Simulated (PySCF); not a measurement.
Species: C7H11S (doublet state).
Cartesian coordinates in Å at the GFN2-xTB level; atoms count from 1:
```
atom  x, y, z in Å
C1    -3.6700    0.5893    0.1016
S2    -2.8165   -0.4399    1.1530
C3    -1.5070   -1.0430    0.0285
C4    -0.5576    0.0741   -0.4031
C5     0.2540    0.5665    0.7508
C6     1.5778    0.4943    0.8975
C7     2.5260   -0.0695   -0.0371
C8     3.8345   -0.1095    0.1943
H9    -3.7386    0.3228   -0.9362
H10   -4.4562    1.1626    0.5498
H11   -2.0036   -1.4877   -0.8342
H12   -0.9754   -1.8171    0.5803
H13   -1.1577    0.9008   -0.7978
H14    0.0761   -0.3030   -1.2060
H15   -0.3362    1.0055    1.5452
H16    2.0162    0.8926    1.8042
H17    2.1386   -0.4799   -0.9593
H18    4.2593    0.2889    1.1011
H19    4.5266   -0.5387   -0.5097
```

The hyperfine couplings belong to this conformer and change with its torsions.

The species is `[CH2]SCC/C=C\C=C` [radical].

The calculation used UKS B3LYP, pcH-1 on C H S, non-relativistic, mean-field spin-orbit, GIAO in PySCF 2.14.0. One conformer (not necessarily the lowest) at the GFN2-xTB geometry, without solvent, vibrations or thermal averaging. Couplings are sensitive to structure, and on GFN2-xTB geometries they can be far from those on DFT ones. Stability of the SCF solution: not tested.

Principal values of hyperfine tensors in MHz (contact, dipolar and spin–orbit terms together), for some of the nuclei:

| atom | isotope | A1 | A2 | A3 |
| --- | --- | --- | --- | --- |
| C1 | 13C | 60.81 | 61.86 | 260.63 |
| H10 | 1H | -79.65 | -50.27 | -14.70 |
| H9 | 1H | -55.95 | -26.42 | 7.81 |
| H11 | 1H | 5.08 | 6.13 | 13.15 |
| S2 | 33S | -19.96 | -15.63 | 59.55 |
| C5 | 13C | 1.70 | 1.83 | 3.08 |
| H12 | 1H | -4.42 | -3.52 | 2.77 |
| H13 | 1H | -6.57 | -4.31 | 6.73 |

Give the isotropic coupling of each nucleus in MHz and in mT (g = 2.0054), and the anisotropic part.

a_iso = (A1 + A2 + A3)/3, Ti = Ai − a_iso; 1 mT corresponds to 28.069 MHz. The tensors hold a spin–orbit part: the run splits a_iso into a_FC + a_SO, and T includes its anisotropic share.

| atom | a_iso (MHz) | a_FC | a_SO | a_iso (mT) | T1 | T2 | T3 |
| --- | --- | --- | --- | --- | --- | --- | --- |
| C1 | 127.77 | 127.45 | 0.32 | 4.552 | -66.96 | -65.90 | 132.86 |
| H10 | -48.21 | -48.32 | 0.11 | -1.718 | -31.44 | -2.07 | 33.51 |
| H9 | -24.85 | -24.95 | 0.10 | -0.885 | -31.10 | -1.57 | 32.66 |
| H11 | 8.12 | 8.11 | 0.01 | 0.289 | -3.04 | -1.99 | 5.03 |
| S2 | 7.98 | 8.39 | -0.41 | 0.284 | -27.95 | -23.62 | 51.56 |
| C5 | 2.20 | 2.20 | 0.00 | 0.078 | -0.50 | -0.37 | 0.88 |
| H12 | -1.73 | -1.73 | 0.01 | -0.061 | -2.70 | -1.79 | 4.49 |
| H13 | -1.39 | -1.39 | 0.00 | -0.049 | -5.19 | -2.93 | 8.11 |

What spin density at the nucleus of H9 lies behind its contact coupling (g_N = 5.58569)?

a_FC = 800.24 MHz bohr³ × g_N × ρ(0)/(2S). With a_FC = -24.95 MHz and 2S = 1, ρ(0) = -0.005583 bohr⁻³. In magnitude that is 1.8 % of the 1/π = 0.318 of a free hydrogen atom.

C3 (13C, g_N = 1.40482) isn't in the table. Its spin density at the nucleus is 0.004029 bohr⁻³. What is its contact coupling?

By the same relation, a_FC = 4.53 MHz. Its full tensor has the principal values 2.98, 3.77, 6.88 MHz.

Which nucleus of the table has the largest anisotropic coupling, and what is its form?

C1: -67.0, -65.9, 132.9 MHz (the dipolar term alone has -67.0, -66.2, 133.2), axial, in the ratio −1:−1:+2, the form that spin in one p orbital centred on that nucleus gives.

In a single crystal, with the field along each principal axis of the tensor of H10 in turn, what first-order splitting does this nucleus give (isotropic g, quadrupole terms neglected)?

2 lines (I = 1/2), spaced by |A_i|/(g × 13.996): 2.84, 1.79, 0.52 mT along the axes of A1, A2 and A3.

Time: 94 s of wall time (grids of density and orbitals included); peak memory 1.1 GiB. Hardware: one thread, INTEL XEON PLATINUM 8581C at 2.30 GHz (x86_64), shared host.
